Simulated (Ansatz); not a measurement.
Task: Name a neutral molecule of Ag, I with HOMO energy (ωB97M-V/def2-TZVPP) between -9.00 and -8.70 eV and LUMO energy (ωB97M-V/def2-TZVPP) between -1.70 and -1.40 eV (Ansatz, PBE0-D4/def2-TZVP geometry).

Result: `[Ag][I]` (-8.81 eV, -1.49 eV). Other molecules can fit too; these were computed, each in one conformer that needn't be the lowest.
